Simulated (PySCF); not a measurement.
**MgBr, MP2: how much the basis matters**

PySCF, UHF reference; doublet, unpaired electrons σ ↑; De to Mg + Br without counterpoise correction. Frozen cores follow the default of each basis and core potential.

```json
{"basis": "cc-pVDZ/cc-pVDZ-PP", "relativity": "scalar-relativistic core potentials", "functions": "41", "Re (Å)": "2.375", "ωe (cm⁻¹)": "380", "De (eV)": "2.83", "frozen orbitals": "5"}
{"basis": "aug-cc-pVDZ/aug-cc-pVDZ-PP", "relativity": "scalar-relativistic core potentials", "functions": "59", "Re (Å)": "2.397", "ωe (cm⁻¹)": "364", "De (eV)": "2.96", "frozen orbitals": "5"}
{"basis": "x2c-TZVPPall", "relativity": "spin-free X2C", "functions": "80", "Re (Å)": "2.362", "ωe (cm⁻¹)": "374", "De (eV)": "2.98", "frozen orbitals": "10"}
```

Task: How does each smaller set differ from the one with most functions, x2c-TZVPPall?

Result: cc-pVDZ/cc-pVDZ-PP: +1.3 pm, +1.6 % in ωe, -0.15 eV in De; aug-cc-pVDZ/aug-cc-pVDZ-PP: +3.5 pm, -2.7 % in ωe, -0.02 eV in De. All at MP2; the set with most functions is neither the basis-set limit nor always the best. The rows treat relativity differently, so the differences are not basis effects alone.

Correlated steps freeze the inner cores (5 to 10 orbitals); shallow outer-core shells are correlated. Correlated levels converge slowly with the basis: in double zeta they bind strong bonds too weakly, by up to about 1 eV, and carry superposition errors of some tenths. Spin–orbit coupling is left out. The state was picked by a PBE0 search and need not be the measured ground state.
